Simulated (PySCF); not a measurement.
Relaxation of doublet HAsN

All numbers come from UPBE0 in PySCF with As def2-TZVP, N def2-TZVP, H def2-TZVP; no relativity; density-fitted integrals. A (50,194) grid was used.

A hand-made bent start, of Cs symmetry, held to at least that symmetry:

Coordinates in bohr (charge 0 multiplicity 2):
```
As    0.3928    0.0000   -0.3122
N    -2.3006    0.0000    1.5737
H     2.7612    0.0000    1.3462
```

(1) What forces act on the atoms at the start (eV/Å)?

(2) What does it relax to?

(3) How much energy is released, and in how many steps?

Answers

(1) 
```
atom     Fx    Fy     Fz
 As1  -1.31  0.00  -0.27
  N2   1.42  0.00  -0.37
  H3  -0.11  0.00   0.64
```

(2) It ends at Cs with As–H 1.547 Å, As–N 1.703 Å; H–As–N 95.7°. A frequency run shows a minimum.

(3) 13.8 kJ/mol in 5 steps.
